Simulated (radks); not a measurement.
Question: Eu XXXVIII, configuration [Ar] 3d8. Calculated with a radial shooting solver on a logarithmic mesh with Libxc functionals: Dirac Kohn-Sham, PBEsol, spin-unpolarised, spherical densities, finite nucleus; open shells fill j = l - 1/2 first; Fermi nuclear charge, rms radius 5.1115 fm. Some entries of the table are withheld. Estimate them.

| orbital | occ. | eigenvalue (hartree) | <1/r> (bohr^-1) | <r^2> (bohr^2) |
|---|---|---|---|---|
| 1s1/2 | 2 | (1) | 70.20 | 0.0006795 |
| 2s1/2 | 2 | -352.2894 | 16.78 | 0.01055 |
| 2p1/2 | 2 | (2) | 16.75 | (3) |
| 2p3/2 | 4 | (4) | 14.87 | (5) |
| 3s1/2 | 2 | -119.9786 | 6.310 | 0.06671 |
| 3p1/2 | 2 | -113.9082 | (6) | 0.06157 |
| 3p3/2 | 4 | -108.6335 | (7) | 0.06763 |
| 3d3/2 | 4 | -98.53463 | (8) | 0.05260 |
| 3d5/2 | 4 | -97.34764 | (9) | 0.05425 |

Answer: 
(1) 1s1/2 eigenvalue (hartree): -1837.288
(2) 2p1/2 eigenvalue (hartree): -337.8009
(3) 2p1/2 <r^2> (bohr^2): 0.007663
(4) 2p3/2 eigenvalue (hartree): -313.8304
(5) 2p3/2 <r^2> (bohr^2): 0.008880
(6) 3p1/2 <1/r> (bohr^-1): 6.233
(7) 3p3/2 <1/r> (bohr^-1): 5.758
(8) 3d3/2 <1/r> (bohr^-1): 5.637
(9) 3d5/2 <1/r> (bohr^-1): 5.519
